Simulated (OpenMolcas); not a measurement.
## 2s² 2p² along the 6-electron sequence

```
Program             : OpenMolcas 26.06
Method              : RASSCF
Basis               : ANO-RCC-VQZP
Scalar Hamiltonian  : DKH2, point nucleus
Spin-orbit coupling : state interaction with AMFI integrals over the reference wave functions, term energies averaged over their components
```

Active space for each ion: 4 electrons in 9 orbitals (RAS2 2s 2p; RAS3 3d, at most 2 electrons).

Computed levels in cm-1 above ³P₀:

| Level | C | N+ | O2+ | F3+ | Ne4+ |
| --- | --- | --- | --- | --- | --- |
| ³P₁ | 15.0 | 44.1 | 103 | 214 | 389 |
| ³P₂ | 44.9 | 131 | 303 | 627 | 1124 |
| ¹D₂ | 12666 | 17521 | 22351 | 27394 | 32422 |
| ¹S₀ | 26367 | 36528 | 46670 | 57237 | 67484 |
| weight of ³P in the lowest level (%) | 100 | 100 | 100 | 100 | 100 |

Measured, with the error of the calculation in %. Measured levels: C, N+ from NIST Handbook of Basic Atomic Spectroscopic Data; O2+ from Moore, Selected Tables of Atomic Spectra, NSRDS-NBS 3, section 11; F3+ from Moore, Atomic Energy Levels, vol. I, NSRDS-NBS 35 (1971 reprint of NBS Circular 467, 1949); Ne4+ from NIST levels in Podobedova, Fuhr, Reader and Wiese, J. Phys. Chem. Ref. Data 33, 525 (2004).

```csv
Level,C,N+,O2+,F3+,Ne4+
³P₁,16.4 (-8.4),48.7 (-9.3),113 (-9.3),225 (-4.8),412 (-5.7)
³P₂,43.4 (+3.5),131 (+0.4),,613 (+2.3),1110 (+1.2)
¹D₂,10193 (+24.3),15316 (+14.4),20273 (+10.3),25241 (+8.5),30292 (+7.0)
¹S₀,21648 (+21.8),32689 (+11.7),43186 (+8.1),53544 (+6.9),63914 (+5.6)
```

The fine-structure level ³P₂ changes by a factor of 25 from C to Ne4+. Its fourth root runs 2.59, 3.38, 4.17, 5.00, 5.79, with steps per unit of Z of 0.79, 0.79, 0.83, 0.79; equal steps would mean a (Z - σ)^4 law with constant σ.

¹D₂ changes by a factor of 2.56 over the same range, with steps per unit of Z of +4860, +4830, +5040, +5030 cm-1.

Active for correlation alone: 3d; no level in the range computed is led by a configuration that fills it, so any true level of that kind is missing. Without dynamic correlation excited terms often stand tens of per cent too high (terms of higher spin than the ground term too low), and those without a measured partner can miss by more than the paired ones (holds for C; N+). Measured partners are found by configuration, term and J. A level has none where our copy of the source lacks it or the pairing is in doubt (some pairs that miss far off the trend of their configuration count as doubtful), and it then counts in no deviation. Levels of configurations outside the active space are missing.
